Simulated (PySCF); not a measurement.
## A thermochemical cycle for InBr

PBE in PySCF with def2-TZVPPD on every atom (core potentials on In), for the lowest determinant that a PBE0 search found; no spin–orbit coupling. InBr, a singlet (closed shell), has De = 4.29 eV to neutral atoms, and InBr⁺, a doublet (σ ↑), has De = 0.68 eV to In⁺ + Br.

The adiabatic ionisation energy of InBr, between the minima, is 9.19 eV.

Task: Which ionisation energy of the In atom does this level give?

Result: IE(In) = IE(molecule) + De(ion) − De(neutral) = 9.19 + 0.68 − 4.29 = 5.58 eV; the measured value is 5.786 eV (NIST ASD).

Spin–orbit coupling is left out, which matters for elements this heavy, above all for dissociation energies. For an ion De counts to the pair picked by the measured ionisation energies or electron affinities, which need not be the lowest pair at this level. States were picked by a PBE0 search and need not be the measured ground states.
